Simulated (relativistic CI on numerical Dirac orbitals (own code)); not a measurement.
Ru6+: L-alpha,beta X-ray emission

Computed with this model: Dirac-Coulomb-Breit CI, orbitals from a KLI potential per configuration, model QED (radiative potential, 1s self-energy scaled to tabulated hydrogen-like ionisation energies), valence Slater integrals scaled by 0.9, multiplet model of X-ray emission after core ionisation; configurations [Kr] 4d2 → [He] 2s2 2p5 3s2 3p6 3d10 4s2 4p6 4d2 → [Ar] 3d9 4s2 4p6 4d2; 80 K; Lorentzian 1.4 eV and Gaussian 0.6 eV FWHM. Energies are those of the free ion, without screening or charge transfer. S is read from ⟨S²⟩ = S(S + 1).

free ion: ground-state S = 0.98, centroid 2603.97 eV. Peaks (eV, height): 2557.8 (14), 2561.8 (100), 2686.8 (45).

Strongest unbroadened transitions for free ion:

| Energy (eV) | Relative strength |
| --- | --- |
| 2557.65 | 9.1 |
| 2561.34 | 33.0 |
| 2561.43 | 9.3 |
| 2561.70 | 100.0 |
| 2561.82 | 16.5 |
| 2561.93 | 18.2 |
| 2561.95 | 14.4 |
| 2562.01 | 8.9 |
| 2562.04 | 22.7 |
| 2562.08 | 18.9 |
| 2562.24 | 20.1 |
| 2685.98 | 8.7 |
| 2686.15 | 11.8 |
| 2686.47 | 17.6 |
| 2686.78 | 69.2 |
| 2687.35 | 12.4 |
| 2687.82 | 14.7 |
| 2688.46 | 8.6 |
